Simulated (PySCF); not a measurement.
Species: C6H13As.
Cartesian coordinates in Å at the PBE0-D3(BJ)/def2-SVP level; atoms count from 1:
```xyz
20
C6H13As angstrom
C     -2.3829    1.6307   -0.2394
As    -1.2164    0.2105   -0.9401
C     -1.9974   -1.2668    0.0969
C      0.3176    0.5706    0.2612
C      1.3477   -0.5251    0.2342
C      2.8015   -0.2214    0.4638
C      2.3248   -0.6217   -0.9014
H     -2.4346    1.6077    0.8601
H     -1.9996    2.6104   -0.5606
H     -3.3965    1.5098   -0.6491
H     -1.3901   -2.1741   -0.0344
H     -2.0570   -1.0228    1.1690
H     -3.0089   -1.4782   -0.2802
H     -0.0611    0.7341    1.2844
H      0.7640    1.5205   -0.0793
H      1.0017   -1.4832    0.6393
H      3.3995   -0.9339    1.0384
H      3.0779    0.8252    0.6224
H      2.5916   -1.6125   -1.2782
H      2.2753    0.1501   -1.6754
```

Theory: PySCF, PBE0-D3(BJ)/def2-SVP geometry optimisation, gas phase.

Masses are those of the commonest isotopes; rigid-rotor values at the optimised geometry. The values belong to one conformer with, in the numbering `[CH3:1][As:2]([CH3:3])[CH2:4][CH:5]1[CH2:6][CH2:7]1`, C1–As2–C4–C5 168°, As2–C4–C5–C6 149°.

(1) Give the principal moments of inertia and the rotational constants in MHz.

(2) Classify the top.

(3) Is it planar, by Δ = Ic − Ia − Ib?

(4) Where do the levels up to J = 4 lie, in MHz?

(5) Which lines would a microwave search look for?

Answers

(1) Ia = 134.48, Ib = 530.16, Ic = 558.63 u·Å²; 505379 MHz·u·Å²/I gives A = 3758, B = 953.3, C = 904.7 MHz.

(2) A near-prolate asymmetric top; Ray's κ = -0.966.

(3) Not planar: Δ = Ic − Ia − Ib = -106.02 u·Å². For a rigid frame Δ = −2 Σ m c², so Σ m c² = 53.01 u·Å² lies off the ab plane: 15.33 from hydrogen and 37.68 from heavier atoms. The atom farthest from that plane is 1.78 Å away.

(4) Above 0(0,0):
J = 1: 1(0,1) 1858, 1(1,1) 4663, 1(1,0) 4711
J = 2: 2(0,2) 5573, 2(1,2) 8330, 2(1,1) 8476, 2(2,1) 16890, 2(2,0) 16890
J = 3: 3(0,3) 11144, 3(1,3) 13830, 3(1,2) 14122, 3(2,2) 22463, 3(2,1) 22467, 3(3,1) 36609, 3(3,0) 36609
J = 4: 4(0,4) 18570, 4(1,4) 21164, 4(1,3) 21650, 4(2,3) 29895, 4(2,2) 29904, 4(3,2) 44042, 4(3,1) 44042, 4(4,1) 63843, 4(4,0) 63843

(5) The dipole components are |μa| = 0.02 D, |μb| = 0.02 D, |μc| = 1.01 D. Intensities carry the squares of the components, which stand as 0.00 : 0.00 : 1.00 (a : b : c). Some lines, for components of 0.1 D or more:

| type | branch | J(Ka,Kc) | MHz | lower level (cm⁻¹) |
| --- | --- | --- | --- | --- |
| c | Q | 3(1,3) ← 3(0,3) | 2686 | 0.372 |
| c | Q | 2(1,2) ← 2(0,2) | 2757 | 0.186 |
| c | Q | 1(1,1) ← 1(0,1) | 2805 | 0.062 |
| c | R | 1(1,0) ← 0(0,0) | 4711 | 0.000 |
| c | R | 2(1,1) ← 1(0,1) | 6618 | 0.062 |
| c | Q | 3(2,2) ← 3(1,2) | 8342 | 0.471 |
| c | Q | 2(2,1) ← 2(1,1) | 8414 | 0.283 |
| c | R | 3(1,2) ← 2(0,2) | 8549 | 0.186 |
| c | R | 2(2,0) ← 1(1,0) | 12179 | 0.157 |
| c | R | 2(2,1) ← 1(1,1) | 12227 | 0.156 |
| c | R | 3(2,1) ← 2(1,1) | 13991 | 0.283 |
| c | R | 3(2,2) ← 2(1,2) | 14134 | 0.278 |
| c | Q | 3(3,1) ← 3(2,1) | 14142 | 0.749 |
| c | R | 3(3,0) ← 2(2,0) | 19718 | 0.563 |
| c | R | 3(3,1) ← 2(2,1) | 19719 | 0.563 |

Whether it is a minimum is left open (no frequencies). Constants of a rigid frame at the computed geometry: no zero-point averaging, no centrifugal distortion. A rigid rotor knows nothing of internal rotation, which can split or shift real lines. Quadrupole hyperfine structure (75As) is left out.
